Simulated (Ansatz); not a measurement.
Basis sets compared for Dy(NH2)3 (DyN₃H₆). The state is a sextet with charge 0. Geometry r2SCAN-D4/def2-SVP. Ansatz on 4 threads of Intel Xeon Platinum 8488C on a shared host; times are rough, and most runs start from earlier orbitals.

```tsv
atom	x (Å)	y (Å)	z (Å)
Dy1	-0.007	-0.023	-0.070
N2	0.661	-1.262	1.533
H3	0.095	-1.866	2.134
H4	1.617	-1.361	1.881
N5	1.448	1.203	-1.066
H6	1.298	1.879	-1.818
H7	2.451	1.252	-0.869
N8	-2.111	0.043	-0.499
H9	-2.855	-0.475	-0.026
H10	-2.596	0.609	-1.199
```

In the def2 sets Dy takes a core potential; there is no spin–orbit coupling. With an open 4f shell the SCF may have ended on a state above the lowest.

```csv
level,functions,energy (Eh),HOMO (eV),LUMO (eV),wall time
PBE-D4/def2-SVP,149,-1052.1485,-4.27,-3.43,10 s
PBE0-D4/def2-SVP,149,-1051.9848,-5.90,-1.10,20 s
```

Question: Estimate the rows for PBE-D4/def2-TZVP (with forces), PBE0-D4/def2-TZVP (with forces).

Answer: 
```json
{"level": "PBE-D4/def2-TZVP (with forces)", "functions": "221", "energy (Eh)": "-1052.3886", "HOMO (eV)": "-4.68", "LUMO (eV)": "-3.85", "wall time": "23 s"}
{"level": "PBE0-D4/def2-TZVP (with forces)", "functions": "221", "energy (Eh)": "-1052.2151", "HOMO (eV)": "-6.24", "LUMO (eV)": "-1.28", "wall time": "97 s"}
```
